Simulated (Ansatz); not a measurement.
BrClH₄N₂Si, SMILES `N[Si](N)(Cl)Br`, relaxed with RKS PBE0-D4/def2-TZVP in the Gaussian-basis code of Ansatz from a PBE-D4/def2-SVP geometry. The force threshold is 0.005 eV/Å; the program also tests the step.

The species carries charge 0 and has multiplicity 1.

Start:

```xyz
9

N     1.053   -1.031    0.307
Si   -0.056    0.051   -0.434
N    -0.849    0.944    0.799
Cl    1.102    1.133   -1.797
Br   -1.736   -0.857   -1.634
H     0.691   -1.708    0.984
H     1.803   -1.433   -0.261
H    -0.277    1.487    1.452
H    -1.731    1.414    0.584
```

```json
{"step": "1", "energy (eV)": "-93479.9992", "largest force (eV/Å)": "0.607", "largest move (Å)": "0.000"}
{"step": "2", "energy (eV)": "-93480.0508", "largest force (eV/Å)": "0.248", "largest move (Å)": "0.034"}
{"step": "3", "energy (eV)": "-93480.0571", "largest force (eV/Å)": "0.107", "largest move (Å)": "0.016"}
{"step": "4", "energy (eV)": "-93480.0585", "largest force (eV/Å)": "0.040", "largest move (Å)": "0.009"}
{"step": "5", "energy (eV)": "-93480.0594", "largest force (eV/Å)": "0.042", "largest move (Å)": "0.026"}
{"step": "6", "energy (eV)": "-93480.0599", "largest force (eV/Å)": "0.043", "largest move (Å)": "0.019"}
{"step": "7", "energy (eV)": "-93480.0600", "largest force (eV/Å)": "0.005", "largest move (Å)": "0.005"}
```

End:

```xyz
9

N     1.022   -1.030    0.284
Si   -0.055    0.054   -0.439
N    -0.825    0.950    0.768
Cl    1.090    1.106   -1.784
Br   -1.720   -0.835   -1.622
H     0.690   -1.666    0.991
H     1.790   -1.410   -0.245
H    -0.277    1.448    1.451
H    -1.716    1.383    0.595
```

Run time 15 s (4 threads of a server CPU on a shared host); peak host memory 0.7 GiB.
